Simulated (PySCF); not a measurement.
A calculated (TPSS, PySCF 2.14, x2c-TZVPall, scalar relativity by spin-free X2C-1e) atom or ion has these occupied shells.

| shell | electrons | orbital energy (eV) | rms radius, mean of both spins (bohr) |
| --- | --- | --- | --- |
| 1s α | 1 | -30287.2 | 0.0325 |
| 1s β | 1 | -30287.1 | 0.0325 |
| 2s α | 1 | -4617.6 | 0.133 |
| 2s β | 1 | -4617.6 | 0.133 |
| 2p α | 3 | -4147.4 | 0.118 |
| 2p β | 3 | -4147.4 | 0.118 |
| 3s α | 1 | -914.55 | 0.353 |
| 3s β | 1 | -914.52 | 0.353 |
| 3p α | 3 | -760.51 | 0.354 |
| 3p β | 3 | -760.47 | 0.354 |
| 3d α | 5 | -524.39 | 0.332 |
| 3d β | 5 | -524.35 | 0.332 |
| 4s α | 1 | -158.23 | 0.842 |
| 4s β | 1 | -158.12 | 0.842 |
| 4p α | 3 | -111.06 | 0.911 |
| 4p β | 3 | -110.95 | 0.911 |
| 4d α | 5 | -42.181 | 1.12 |
| 4d β | 5 | -41.953 | 1.12 |
| 5s α | 1 | -21.302 | 2.30 |
| 5s β | 1 | -19.623 | 2.30 |
| 5p α | 2 | -12.662 | 2.85 |

(1) Name the element and its charge.

## Answers

(1) Sb⁺ (antimony, charge +1), in [Kr] 4d10 5s2 5p2, high-spin 3P determinant.
